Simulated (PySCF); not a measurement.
Compound: C₄H₆F₄O₂.
Atom-mapped SMILES: `[CH3:1][O:2][CH2:3][O:4][C@H:5]([F:6])[C:7]([F:8])([F:9])[F:10]` (hydrogens: H11, H12, H13 on C1; H14, H15 on C3; H16 on C5)

The same species was optimised twice, with GFN2-xTB and with PBE0-D3(BJ)/def2-SVP (PySCF), and the same property calculations (PySCF, gas phase) were run on both structures.

| coordinate | GFN2-xTB | PBE0-D3(BJ)/def2-SVP | change |
| --- | --- | --- | --- |
| C5–C7 (Å) | 1.540 | 1.525 | -0.015 |
| C3–O4 (Å) | 1.430 | 1.415 | -0.015 |
| C1–O2 (Å) | 1.421 | 1.409 | -0.012 |
| C5–F6 (Å) | 1.374 | 1.364 | -0.010 |
| C7–F10 (Å) | 1.335 | 1.330 | -0.005 |
| C7–F8 (Å) | 1.339 | 1.335 | -0.004 |
| O2–C3 (Å) | 1.376 | 1.373 | -0.003 |
| O4–C5 (Å) | 1.363 | 1.361 | -0.002 |
| C7–F9 (Å) | 1.326 | 1.325 | -0.001 |
| C5–C7–F10 (°) | 111.5 | 110.0 | -1.5 |
| C5–C7–F9 (°) | 113.1 | 111.8 | -1.3 |
| F8–C7–F10 (°) | 107.0 | 108.1 | +1.1 |
| F8–C7–F9 (°) | 107.6 | 108.6 | +1.0 |
| F9–C7–F10 (°) | 107.8 | 108.6 | +0.8 |
| O2–C3–O4 (°) | 112.2 | 112.5 | +0.3 |
| O4–C5–F6 (°) | 111.1 | 111.3 | +0.2 |
| O4–C5–C7 (°) | 108.3 | 108.0 | -0.3 |
| C1–O2–C3–O4 (°) | -70 | -66 | +4 |
| O2–C3–O4–C5 (°) | -63 | -66 | -3 |
| C3–O4–C5–F6 (°) | -82 | -85 | -3 |
| O4–C5–C7–F8 (°) | -64 | -63 | +1 |

Rotational constants: A = 2155, B = 848.7, C = 728.8 MHz (GFN2-xTB) against A = 2154, B = 874.0, C = 743.6 MHz (PBE0-D3(BJ)/def2-SVP). Point groups within 0.08 Å: C1 and C1.

On the GFN2-xTB structure: HOMO (eV) -8.66 [PBE0/pcSseg-1]; LUMO (eV) 1.37 [PBE0/pcSseg-1]; dipole (D) 3.14 [PBE0/pcSseg-1]; GIAO shielding of C1 (ppm) 129.0 [PBE0/pcSseg-1]; GIAO shielding of O2 (ppm) 288.7 [PBE0/pcSseg-1]; GIAO shielding of C3 (ppm) 90.1 [PBE0/pcSseg-1]; GIAO shielding of O4 (ppm) 220.3 [PBE0/pcSseg-1]; GIAO shielding of C5 (ppm) 83.0 [PBE0/pcSseg-1]; GIAO shielding of F6 (ppm) 351.6 [PBE0/pcSseg-1]; GIAO shielding of C7 (ppm) 57.8 [PBE0/pcSseg-1]; GIAO shielding of F8/F9/F10 (mean) (ppm) 269.9 [PBE0/pcSseg-1].

**Question.** What do these properties become on the PBE0-D3(BJ)/def2-SVP structure?

**Answer.** 
```csv
property,level,on GFN2-xTB,on PBE0-D3(BJ)/def2-SVP,change
HOMO (eV),PBE0/pcSseg-1,-8.66,-8.59,+0.07
LUMO (eV),PBE0/pcSseg-1,1.37,1.41,+0.04
dipole (D),PBE0/pcSseg-1,3.14,2.83,-0.31
"energy, GFN2-xTB geometry as zero (kcal/mol)",PBE0/pcSseg-1,0.0,-0.2,-0.2
GIAO shielding of C1 (ppm),PBE0/pcSseg-1,129.0,128.8,-0.2
GIAO shielding of O2 (ppm),PBE0/pcSseg-1,288.7,289.1,+0.4
GIAO shielding of C3 (ppm),PBE0/pcSseg-1,90.1,90.8,+0.7
GIAO shielding of O4 (ppm),PBE0/pcSseg-1,220.3,224.7,+4.4
GIAO shielding of C5 (ppm),PBE0/pcSseg-1,83.0,84.5,+1.5
GIAO shielding of F6 (ppm),PBE0/pcSseg-1,351.6,355.2,+3.6
GIAO shielding of C7 (ppm),PBE0/pcSseg-1,57.8,59.0,+1.2
GIAO shielding of F8/F9/F10 (mean) (ppm),PBE0/pcSseg-1,269.9,274.4,+4.5
```

The heavy atoms differ by 0.054 Å rms after alignment. Among bonds between heavy atoms C3–O4 and C5–C7 change most and about equally (-0.015 Å). Changes are differences of the printed values. Neither structure is proved a minimum here.

Shape of the structure used: `[CH3:1][O:2][CH2:3][O:4][C@H:5]([F:6])[C:7]([F:8])([F:9])[F:10]`: C1–O2–C3–O4 -66°, O2–C3–O4–C5 -66°, C3–O4–C5–F6 -85°, O4–C5–C7–F8 -63°.
